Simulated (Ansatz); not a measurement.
Z-matrix (Å, degrees):
```
Ga
C 1 1.976
Ga 1 2.762 2 46.1
N 1 1.855 2 88.3 3 0.0
H 1 1.560 2 143.0 3 180.0
C 2 1.329 1 135.9 3 180.0
Ga 3 2.456 1 171.5 2 -179.9
H 4 1.007 1 132.2 2 -180.0
H 6 1.091 2 122.8 1 -0.0
H 6 1.091 2 122.7 1 180.0
H 7 1.577 3 121.7 1 90.8
H 7 1.577 3 121.7 1 -90.8
```

Charge 0, multiplicity 1.

Task: List the CAM-B3LYP/def2-TZVPP orbital energies in eV (Ansatz). (Best estimate.)

Result: Computed: Occupied: -10139.71, -10139.08, -10139.05, -1251.38, -1250.72, -1250.70, -1108.69, -1108.57, -1108.57, -1108.03, -1108.00, -1107.92, -1107.90, -1107.90, -1107.89, -390.49, -278.77, -278.26, -151.64, -151.07, -151.02, -105.16, -104.85, -104.83, -104.58, -104.51, -104.29, -104.27, -104.25, -104.24, -25.07, -24.93, -24.79, -24.77, -24.65, -24.63, -24.42, -24.28, -24.26, -24.23, -24.16, -24.14, -24.13, -24.08, -23.94, -22.78, -22.04, -16.95, -14.62, -14.37, -13.67, -12.70, -11.04, -10.47, -9.97, -9.50, -8.82, -8.30, -7.38. Lowest empty: -1.25, -0.22, 0.03, 1.08, 1.60, 2.08, 2.14, 2.71.
